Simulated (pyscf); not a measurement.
## `[PH2][InH]`, doublet

Gas-phase minimum from PySCF at ωB97X-D3(BJ)/def2-SVP, one conformer. Other isomers of [H₂P–InH]• were not searched in full and may lie lower. 

```xyz
5

P     -0.8535    -0.3128    -1.0277
In    -1.3107     0.2696     1.3838
H     -1.1038    -1.6968    -0.7796
H     -2.1781    -0.0433    -1.4742
H     -0.2659    -0.4741     2.5990
```
Charge 0, spin multiplicity 2.

Bonds (Å): P1–In2 2.523, P1–H3 1.428, P1–H4 1.424, In2–H5 1.767. Angles (°): In2–P1–H3 91.5, In2–P1–H4 95.0, H3–P1–H4 94.3, P1–In2–H5 116.9.

Properties at ωB97X-D3(BJ)/def2-SVP:

```yaml
harmonic_wavenumbers_unscaled: 180, 298, 388, 481, 650, 1110, 1654, 2427, 2457 cm⁻¹
zero_point_energy: 13.8 kcal/mol
rotational_symmetry_number: 1
Entropy of this conformer at 298 K and 1 atm, rigid rotor and harmonic oscillator, modes under 100 cm⁻¹ raised to 100: 300.5 J/(mol K)
dipole_moment: 1.17 D
Spin expectation value S2: 0.757
```

Single-point totals, which compare only within one level (frozen core for MP2 and CC):

```csv
level,total energy (hartree)
ωB97X-D3(BJ)/def2-TZVP,-533.35772
PBE/def2-TZVP,-533.10591
r²SCAN/def2-TZVP,-533.31098
B3LYP-D3(BJ)/def2-TZVP,-533.36689
PBE0-D3(BJ)/def2-TZVP,-533.13863
M06-2X/def2-TZVP,-533.16929
ωB97M-D3(BJ)/def2-TZVP,-533.33736
UHF/def2-TZVPP,-531.68324
MP2/def2-TZVPP,-532.11242
CCSD/def2-TZVPP,-532.13719
CCSD(T)/def2-TZVPP,-532.15304
```

Soft torsions are taken as harmonic, which can shift the entropy by several J/(mol K). The CCSD(T) − MP2 part came from Ansatz, without density fitting, on the same reference. The frozen core leaves the outer d or s,p core shells of the metals and heavy elements correlated in the MP2 and CC values, and def2-TZVPP describes them poorly, so these totals are far from the basis limit. Elements past Kr carry the def2 core potentials, without spin-orbit coupling.
